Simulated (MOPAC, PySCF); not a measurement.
CH6O4Sn, SMILES `C[O][Sn]([OH])([OH])[OH]`, neutral singlet in the gas phase. 

Cartesian coordinates (Å):
SMILES: C[O][Sn]([OH])([OH])[OH]
```xyz
12

C      1.8794     0.6439     0.6064
O      0.6041     1.0879     0.2145
Sn    -0.8065    -0.1834    -0.2935
O      0.0310    -1.5196    -1.4665
O     -2.2131     0.9158    -1.1135
O     -1.6326    -1.2025     1.1721
H      1.8773     0.2039     1.6214
H      2.5551     1.5150     0.6228
H      2.3073    -0.1021    -0.0877
H     -0.3999    -2.3790    -1.3781
H     -1.8446     1.7313    -1.4766
H     -2.3575    -0.7113     1.5788
```
Charge 0, multiplicity 1.

All levels are single points at this geometry (PBE0-D4/def2-SVP); Pople sets use spherical d functions. Orbital energies aren't observables, and empty levels follow the basis.

BP86/6-31G* (LANL2DZ on Sn) in PySCF gives dipole (D) = 0.61.

Q: Estimate the dipole (D) from each of these levels: B3LYP-D3(BJ)/def2-TZVP in PySCF; PBE-D3(BJ)/def2-TZVP in PySCF; PBE0-D4/def2-TZVP in PySCF; B3LYP/6-31G* (LANL2DZ on Sn) in PySCF; B3LYP/LANL2DZ in PySCF; M06-2X/6-31G* (LANL2DZ on Sn) in PySCF; PBE/6-31G* (LANL2DZ on Sn) in PySCF; SVWN5/6-31G* (LANL2DZ on Sn) in PySCF; HF/6-31G* (LANL2DZ on Sn) in PySCF; AM1 in MOPAC; PM3 in MOPAC; PM6 in MOPAC.

A: 
```
level                                   dipole (D)
--------------------------------------  ----------
B3LYP-D3(BJ)/def2-TZVP in PySCF               0.62
PBE-D3(BJ)/def2-TZVP in PySCF                 0.59
PBE0-D4/def2-TZVP in PySCF                    0.61
B3LYP/6-31G* (LANL2DZ on Sn) in PySCF         0.63
B3LYP/LANL2DZ in PySCF                        0.89
M06-2X/6-31G* (LANL2DZ on Sn) in PySCF        0.67
PBE/6-31G* (LANL2DZ on Sn) in PySCF           0.60
SVWN5/6-31G* (LANL2DZ on Sn) in PySCF         0.63
HF/6-31G* (LANL2DZ on Sn) in PySCF            0.74
AM1 in MOPAC                                  0.56
PM3 in MOPAC                                  0.59
PM6 in MOPAC                                  1.08
```
